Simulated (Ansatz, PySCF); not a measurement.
Gas-phase reaction R1 + R2 → P1 + P2, each structure at its B3LYP-D3(BJ)/def2-TZVP stationary point, reached from a drawn start (curvature not checked).
R1: H7NSi2 (SMILES [SiH3]N[SiH3]), charge 0, multiplicity 1.
R2, H2O (SMILES O) (charge 0, multiplicity 1):
| atom | x (Å) | y (Å) | z (Å) |
|---|---|---|---|
| O | 0.0000 | 0.0000 | 0.3896 |
| H | 0.0000 | 0.7650 | -0.1949 |
| H | 0.0000 | -0.7650 | -0.1949 |
P1, H5NSi (SMILES N[SiH3]) (charge 0, multiplicity 1):
```xyz
7

N      1.007    -0.201     0.281
Si    -0.640     0.160    -0.077
H      1.746     0.366    -0.103
H      1.306    -1.159     0.380
H     -1.489    -0.628     0.846
H     -0.844     1.611     0.137
H     -1.086    -0.150    -1.464
```
P2: H4OSi (SMILES O[SiH3]), charge 0, multiplicity 1.

P less R. No zero-point or thermal terms.

Cores are frozen in the correlated methods. CBS: X⁻³ extrapolation of the correlation energy, Hartree–Fock from the larger set.

Codes used: Ansatz (a first-principles code); PySCF for the D3/D4 terms. Each number belongs to the level named beside it.

```csv
level,reaction energy (kcal/mol)
BLYP-D3(BJ)/def2-TZVPP,-7.29
PBE0-D3(BJ)/def2-TZVPP,-6.46
PBE0-D4/def2-TZVPP,-6.41
BHLYP-D3(BJ)/def2-TZVPP,-7.51
CAM-B3LYP-D3(BJ)/def2-TZVPP,-8.06
MP2/cc-pV(T+d)Z,-7.25
CCSD/cc-pV(D+d)Z,[?]
CCSD(T)/cc-pV(T+d)Z,[?]
"CCSD(T)/CBS(cc-pV(T+d)Z, cc-pV(Q+d)Z)",[?]
```

Task: Complete the blanks.

Result: 
- CCSD/cc-pV(D+d)Z, reaction energy (kcal/mol): -6.29
- CCSD(T)/cc-pV(T+d)Z, reaction energy (kcal/mol): -7.16
- CCSD(T)/CBS(cc-pV(T+d)Z, cc-pV(Q+d)Z), reaction energy (kcal/mol): -6.97
